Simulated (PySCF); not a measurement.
**Removal energies of As(15+) from EOM-IP-GCCSD**

Reference: closed-shell As(15+), [Ar]; one electron is removed. Calculated with PySCF 2.14, two-component X2C-1e with screened spin-orbit coupling, an uncontracted even-tempered set (19 s from 0.42 bohr⁻², ratio 2.6; 14 p from 0.55 bohr⁻², ratio 2.6; 6 d from 0.56 bohr⁻², ratio 2.8; 3 f from 14 bohr⁻², ratio 2.8); frozen [Ne]; the 64 highest virtual spinors dropped; of the others 50 kept and the rest restored at second order. No Breit or QED terms. Binding energies in eV.

```
level  Koopmans  second order  EOM-CCSD
3s1/2    659.32        650.76    647.28
3p1/2    595.12        595.11    595.23
3p3/2    587.83        587.92    588.05
```

In EOM-CCSD the overlap with the one-orbital guess is low for 3s1/2 (weight 0.79). That can mean mixing with two-hole, one-particle states, where second order and EOM-CCSD lose accuracy, or only a rotation among the degenerate components of the shell; the terms of those configurations are not listed.

For comparison, the ionisation energy of As(15+) is 587.6 ± 1.9 eV (semi-empirical (NIST evaluation); NIST Atomic Spectra Database, ionization energies).
